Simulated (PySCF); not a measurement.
H3Hf, neutral, multiplicity 2. Atoms are numbered in the order given.

```xyz
4

Hf     0.0000     0.0000     0.0000
H      1.8676     0.0000     0.0000
H     -0.9338     1.6174     0.0000
H     -0.9338    -1.6174     0.0000
```
Charge 0, spin multiplicity 2.

The structure is a stationary point at B3LYP-D3(BJ)/def2-TZVPD. The geometry has at least one imaginary mode, so it is a saddle point at that level. The multiplicity is an assumed one; other spin states were not compared. The def2 effective core potentials stand for the cores of Hf; spin–orbit coupling is left out.

These are PBE/def2-TZVPD (PySCF) values and carry that method's errors.

Gas-phase values at a fixed geometry.

- total energy: -49.70361 hartree
- point group: D3h
- α spin, highest occupied and lowest empty level: -4.46 and -3.14 eV
- β spin, highest occupied and lowest empty level: -6.70 and -2.69 eV
- dipole moment: 0.00 D
- quadrupole, principal values (traceless, Buckingham form, about the centre of nuclear charge): -3.01, -3.01, 6.01 D·Å
- mean static polarisability: 62.9 bohr³ (9.32 Å³)
- polarisability, principal values: 55.1, 55.1, 78.4 bohr³
- ⟨S²⟩: 0.751 (pure state 0.75)
